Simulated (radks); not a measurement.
The lithium anion Li-, [He] 2s2, held by a Watson sphere: a shell of charge +1 at radius R that stands for the Madelung well of a crystal (potential energy -1/R inside, -1/r outside, in hartree with lengths in bohr). Calculated with a radial shooting solver on a logarithmic mesh with Libxc functionals: non-relativistic Kohn-Sham, LDA (Slater exchange, Perdew-Wang correlation), spin-polarised, spherical densities, point nucleus. Response by self-consistent Sternheimer equations with the Hartree and adiabatic LDA kernel. The sphere does not respond.

| R (bohr) | e(1s) (eV) | e(2s) (eV) | <r> 2s (bohr) | sum of <r^2> (bohr^2) | X-ray form factor at sin(theta)/lambda = 0.3 1/angstrom | alpha (bohr^3) |
|---|---|---|---|---|---|---|
| 2.68 | -50.836 | -4.265 | 3.463 | 29.09 | 1.473 | 106.6 |
| 2.76 | -50.709 | -4.224 | 3.493 | 29.56 | 1.474 | 109.5 |
| 2.88 | -50.542 | -4.162 | 3.538 | 30.27 | 1.476 | 114.0 |
| 3.02 | -50.378 | -4.090 | 3.590 | 31.13 | 1.479 | 119.6 |
| 3.44 | -50.027 | -3.873 | 3.747 | 33.79 | 1.485 | 138.2 |
| 3.55 | -49.960 | -3.816 | 3.787 | 34.50 | 1.486 | 143.5 |
| 3.59 | -49.938 | -3.796 | 3.802 | 34.76 | 1.487 | 145.4 |
| 3.87 | -49.806 | -3.656 | 3.903 | 36.59 | 1.489 | 159.8 |
